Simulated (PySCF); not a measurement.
First SCF of a structure search on singlet PtSCl₂, at a hand-made trigonal pyramidal geometry. PySCF input:

```python
from pyscf import gto, scf, dft
mol = gto.M(atom='''
Pt     0.000000     0.000000     0.000000
S     -0.909400    -1.575200     0.967100
Cl     1.960100     0.000000     1.042200
Cl    -0.980100     1.697500     1.042200''',
    basis={'Pt': 'def2-SVP', 'S': 'def2-SVP', 'Cl': 'def2-SVP'},
    ecp={'Pt': 'def2-SVP'},
    charge=0, spin=0)
mf = dft.RKS(mol, xc='PBE')
mf.grids.atom_grid = (50, 194)
aux = {'Pt': 'def2-universal-JKFIT', 'S': 'def2-universal-JKFIT', 'Cl': 'def2-universal-JKFIT'}
mf = mf.density_fit(auxbasis=aux)
mf.conv_tol = 1e-08
mf.diis_space = 10
mf.max_cycle = 60
mf.init_guess = 'minao'
mf.verbose = 4
mf.kernel()
```

Excerpt of the output (cycles and frontier levels):

```
init E= -1425.83798191924
  HOMO = -0.576695895438562  LUMO = -0.552290877461109  gap/eV = 0.66409
cycle= 1 E= -1435.83076799205  delta_E= -9.99  |g|= 1.93  |ddm|= 8.09
  HOMO = 0.0816372487043772  LUMO = 0.12319385185424  gap/eV = 1.13081
cycle= 2 E= -1421.25111826487  delta_E= 14.6  |g|= 5.81  |ddm|= 12.2
  HOMO = -0.22320797881828  LUMO = -0.193964493919219  gap/eV = 0.79576
cycle= 3 E= -1436.37067651826  delta_E= -15.1  |g|= 1.23  |ddm|= 11.5
  HOMO = -0.138475187747328  LUMO = -0.0900097764217192  gap/eV = 1.31881
cycle= 4 E= -1435.54082856974  delta_E= 0.83  |g|= 1.86  |ddm|= 4.44
  HOMO = -0.200544867147192  LUMO = -0.180802857069594  gap/eV = 0.53721
cycle= 5 E= -1436.87785410547  delta_E= -1.34  |g|= 0.697  |ddm|= 3.15
  HOMO = -0.210943896837813  LUMO = -0.187702406231165  gap/eV = 0.63243
cycle= 6 E= -1437.00819886264  delta_E= -0.13  |g|= 0.244  |ddm|= 1.03
  HOMO = -0.228223107836271  LUMO = -0.206087990312614  gap/eV = 0.60233
cycle= 7 E= -1437.01764325309  delta_E= -0.00944  |g|= 0.113  |ddm|= 0.404
  HOMO = -0.226011508248923  LUMO = -0.205099059132505  gap/eV = 0.56906
cycle= 8 E= -1437.02140295384  delta_E= -0.00376  |g|= 0.0279  |ddm|= 0.236
  HOMO = -0.226191549666607  LUMO = -0.204923111532539  gap/eV = 0.57874
cycle= 9 E= -1437.0216306283  delta_E= -0.000228  |g|= 0.019  |ddm|= 0.104
  HOMO = -0.225838372675207  LUMO = -0.204717505155354  gap/eV = 0.57473
cycle= 10 E= -1437.02175903112  delta_E= -0.000128  |g|= 0.00607  |ddm|= 0.0244
  HOMO = -0.225869976843902  LUMO = -0.204820233027396  gap/eV = 0.57279
cycle= 11 E= -1437.02177271212  delta_E= -1.37e-05  |g|= 0.00157  |ddm|= 0.00897
  HOMO = -0.225859466193301  LUMO = -0.204818300757474  gap/eV = 0.57256
cycle= 12 E= -1437.02177366425  delta_E= -9.52e-07  |g|= 0.000241  |ddm|= 0.00273
  HOMO = -0.225850349719121  LUMO = -0.204813425057356  gap/eV = 0.57244
cycle= 13 E= -1437.02177368172  delta_E= -1.75e-08  |g|= 0.000118  |ddm|= 0.000444
  HOMO = -0.225849713495548  LUMO = -0.204813088446146  gap/eV = 0.57244
cycle= 14 E= -1437.02177368589  delta_E= -4.17e-09  |g|= 5.39e-05  |ddm|= 0.00019
  HOMO = -0.225844144168173  LUMO = -0.204813212370197  gap/eV = 0.57228
Extra cycle  E= -1437.02177361918  delta_E= 6.67e-08  |g|= 0.000431  |ddm|= 0.000833
converged SCF energy = -1437.02177361918
```

No lower solution of this spin was found from smeared starts or by a stability analysis within the restricted form, which does not test spin polarisation.

Stability towards spin polarisation was not tested. With an element this heavy the missing spin–orbit coupling can shift these numbers.

The search for the lowest solution, 3 starts and the stability check together, took 16 s on 2 threads of a shared Arm Neoverse V2 host, with 86 basis functions; the process peaked at 0.41 GiB. Launch command: `OMP_NUM_THREADS=2 python axn.py task.json out`.
